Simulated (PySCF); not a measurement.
## PbCl2, singlet: molecular constants

These are results of PBE0/[Pb def2-TZVP with ECP60, Cl def2-TZVP], scalar-relativistic core potentials, density fitting, no spin–orbit coupling, PySCF, not measurements.

The structure is a higher-order saddle point with 2 imaginary modes (one degenerate set).

Coordinates in bohr (charge 0 multiplicity 1):
```
Pb    0.0000    0.0000    0.0000
Cl    0.0000    0.0000    4.8838
Cl    0.0000    0.0000   -4.8838
```

```
Point group                                                                   : D∞h
Bond lengths                                                                  : Pb–Cl 2.584 Å (×2)
Bond angles                                                                   : Cl–Pb–Cl 180.0°
Highest occupied level                                                        : -7.39 eV
Principal quadrupole moments (Buckingham, traceless) about the centre of mass : -27.76, 13.88, 13.88 D Å
Atomisation energy without zero-point energy                                  : 639 kJ/mol
Lowest empty level                                                            : -3.65 eV
Principal polarisabilities                                                    : 41.2, 41.2, 125.7 bohr³
Dipole moment                                                                 : 0.00 D
Rotational constants                                                          : 0.03609 cm⁻¹
Zero-point energy (real modes)                                                : 3.2 kJ/mol
```

Harmonic modes (masses in u: Pb 207.977, Cl 34.969):
```tsv
symmetry	ω (cm⁻¹)	IR (km/mol, summed over degenerate members)	μ (u)
πu	100i	–	44.23
σu+	251	215	44.23
σg+	280	0.0	34.97
```

In D∞h the vibrations span πu + σu+ + σg+. The σg+ mode carries no infrared intensity, as symmetry demands. With a centre of inversion only u modes can be infrared active and only g modes Raman active.

Charges (e):
```
 atom  Mulliken  Löwdin  polar tensor  Mayer order to Pb1
  Pb1      0.93    0.42          1.63                   –
Cl2,3     -0.47   -0.21         -0.81                0.90
```

Mulliken populations on Pb1 (electrons outside its core potential): s 3.98, p 6.87, d 10.18, f 0.03.

Outer orbital energies (eV). occupied: -21.47, -14.97, -10.06, -8.77, -8.77, -8.46, -8.46, -7.39; empty: -3.65, -3.65, 0.15, 2.32.

Only a few start shapes were tried, so a lower isomer may exist. At this level a singlet minimum of C2v symmetry lies 108 kJ/mol below this structure. Spin–orbit coupling, left out here, can matter for elements this heavy.

The final relaxation and frequency run took about 50 core-seconds on a shared host.
